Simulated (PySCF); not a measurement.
## Peak assignment

Mapped SMILES: `[CH3:1][SiH:2]([CH3:3])[N:4]1[CH2:5][CH2:6][CH:7]=[N:8]1`; H(Xn) means a hydrogen on atom n.

All values are calculated (PySCF 2.14): GIAO PBE0/pcSseg-1 shieldings, geometry: GFN2-xTB. Gas phase, fast rotation and ring inversion assumed for equivalent nuclei, non-relativistic, one conformer.

Referencing at the same level of theory: $^{13}$C (σ = 186.93 ppm) and $^{1}$H (σ = 31.72 ppm) against TMS.

(1) Assign these signals to the numbered atoms. $^{13}$C{$^{1}$H} NMR (computed): δ 135.7 (CH), 46.8 (CH2), 36.1 (CH2), -2.2 (CH3).

(2) Assign these signals to the numbered atoms. $^{1}$H NMR (600 MHz, computed): δ 6.21 (t, 1H), 5.10 (sept, 1H), 3.47 (m, 2H), 2.87 (m, 2H), 0.30 (d, 6H).

Answers

(1) 
| δ (ppm) | atoms | environment | reason |
| --- | --- | --- | --- |
| 135.7 | C7 | C=N carbon | – |
| 46.8 | C5 | sp3 CH2 bonded to N | the inductive effect lowers its shielding |
| 36.1 | C6 | sp3 CH2 in a ring | aliphatic region, no heteroatom directly attached |
| -2.2 | C1/C3 | methyl carbon bonded to Si | an electropositive neighbour leaves it electron-rich and shielded |

(2) 
6.21 → H(C7), hydrogen on a C=N carbon
5.10 → H(Si2), hydrogen on a silicon bonded to 2 C, N
3.47 → H(C5), hydrogen on an sp3 CH2 bonded to N: its carbon carries N, an electronegative neighbour
2.87 → H(C6), hydrogen on an sp3 CH2 in a ring
0.30 → H(C1)/H(C3), hydrogen on a methyl carbon bonded to Si: an electropositive neighbour shields it, as in TMS itself

Shifts are as computed. Against solution values, carbons near 30 ppm lie about +3 ppm off and those near 130 ppm about +5 ppm. Of 1211 compounds with measured shifts, 218 miss one by over three times the rms of a fit or turn the order of signals round; such compounds aren't used in these exercises. Multiplicities follow the n + 1 count of equivalent neighbours, as no J values were calculated; m marks all less simple cases, F and P coupling included.
